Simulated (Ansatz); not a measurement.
Consider the isomerisation: `CC(C)=C[SiH3]` → `C=CCC[SiH3]`.

Gas-phase electronic energies from Ansatz, PBE0-D4/def2-TZVP geometries. CCSD(T)/CBS adds triple-zeta CCSD(T) − MP2 to the extrapolated MP2 energy (def2 sets, frozen cores). DFT in def2-TZVPP. Each species was taken in one conformer, which may not be the lowest.

```tsv
level	ΔE (kJ/mol)
r2SCAN-D4	28.4
B2PLYP	25.0
CCSD(T)/def2-TZVPP	22.3
MP2/def2-QZVPP	24.4
```

(1) What does CCSD(T)/CBS give? (An estimate is asked.)

Largest T1 diagnostic among the species: 0.011.

Results:

(1) Ansatz gave: +22.3 kJ/mol. The listed levels differ from it by 6.1, 2.7, 0.0, 2.1 kJ/mol.

CCSD(T)/CBS has its own doubt, a few kJ/mol and more with outer-core shells, so smaller differences from it don't rank the levels.
